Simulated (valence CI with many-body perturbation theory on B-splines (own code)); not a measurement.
# La XXXIV: key properties

Calculated by relativistic CI+MBPT: six valence electrons over a frozen Dirac-Fock core [Ar], radial functions for each j: 7 s, 7 p, 8 d, 6 f, 4 g, 1 h, with the one-electron correlation potential Σ1 (screened to all orders), the two-electron term Σ2, the three-electron term Σ3, Breit, model QED; selected single and double excitations, second order for the rest, scaled by the run's own slope (own B-spline code, finite nucleus).

The last digits are not significant, and no measured levels were compared; by estimate large intervals hold to a few tenths of a per cent, small ones and those within an open d or f shell to about a per cent. Core correlation moves these levels by up to 6700 cm⁻¹, and in measured spectra 5 to 20 % of such shifts remained as error; rates that hang on mixing are uncertain with them. Among the levels kept, up to 1000 cm⁻¹ of a level comes from second order outside the variational space, and about a tenth of that is noise between levels of different J, which matters for small intervals. Only levels of the ground parity were solved; by the run's estimate the other parity begins above the list, which can be wrong where configurations are misplaced.

Levels are named by their leading jj configuration (3d3/2^4 stands for four electrons in 3d with j = 3/2), which in mixed levels can hold well under half, so a name can repeat and another be missing.

Rates and lifetimes use the calculated energies. Strong lines usually hold to 10 to 20 %, long lifetimes can be off by a factor of two.

Task: What is the ground level?

Result: (3d3/2^4 3d5/2^2) J=4, composition 53 % 3d6 5D + 32 % 3d6 3F + 7 % 3d6 1G, g = 1.340.

Task: Name the longest-lived excited levels whose lifetime is computed, and their main decay.

Result: (3d3/2^4 3d5/2^2) J=2 at 40571 cm⁻¹ lives 174 s, mostly by E2 to (3d3/2^4 3d5/2^2) J=4; (3d3/2^3 3d5/2^3) J=6 at 184940 cm⁻¹ lives 10.8 s, mostly by E2 to (3d3/2^4 3d5/2^2) J=4; (3d3/2^4 3d5/2^2) J=0 at 106370 cm⁻¹ lives 5.40 s, mostly by E2 to (3d3/2^4 3d5/2^2) J=2.

Task: What is the ionisation energy?

Result: 2162.3 eV; NIST lists 2162 ± 5 eV (theoretical).

Task: How well does LS coupling describe the low levels?

Result: Among the lowest 20 levels the leading LS term, summed over configurations, holds 51 % on average. For single configurations the figures are 51 % in LS and 80 % in jj coupling. Terms mix most in the J = 3 level at 343340 cm⁻¹, where the leading one holds 32 %.
